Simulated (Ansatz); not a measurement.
Start from `[OH][AlH][O]CF` and change one atom or group to get `C#COCF`.

Ansatz, PBE0-D4/def2-TZVP geometries, multiplicity 1. Each molecule was computed in one conformer, which needn't be the lowest.

| property | `[OH][AlH][O]CF` |
| --- | --- |
| LUMO energy (ωB97M-V/def2-TZVPP) / eV | 1.26 |
| size of the dipole moment (ωB97M-V/def2-TZVPP) / D | 1.60 |
| HOMO–LUMO gap (ωB97M-V/def2-TZVPP) / eV | 12.23 |
| HOMO energy (B3LYP/def2-TZVPP) / eV | -8.32 |
| HOMO–LUMO gap (B3LYP/def2-TZVPP) / eV | 7.81 |
| size of the dipole moment (B3LYP/def2-TZVPP) / D | 1.59 |

(1) Give the same properties after the change, and the shifts. (Best estimate.)

## Answers

(1) Computed: 
```tsv
property	`C#COCF`	shift
LUMO energy (ωB97M-V/def2-TZVPP) / eV	2.77	1.51
size of the dipole moment (ωB97M-V/def2-TZVPP) / D	1.90	0.30
HOMO–LUMO gap (ωB97M-V/def2-TZVPP) / eV	12.50	0.27
HOMO energy (B3LYP/def2-TZVPP) / eV	-7.23	1.09
HOMO–LUMO gap (B3LYP/def2-TZVPP) / eV	8.10	0.29
size of the dipole moment (B3LYP/def2-TZVPP) / D	1.88	0.29
```

With PBE0 the HOMO rises by 1.09 eV and the LUMO rises by 1.46 eV, so the gap widens by about 0.37 eV. PBE moves the HOMO by 0.81 eV and ωB97M-V by 1.24 eV. The zero-point energy changes by -6.4 kJ/mol with -3 modes. Dipoles are sizes alone; their direction can turn.

B3LYP here is the variant with VWN-RPA as its local correlation; programs differ in this.
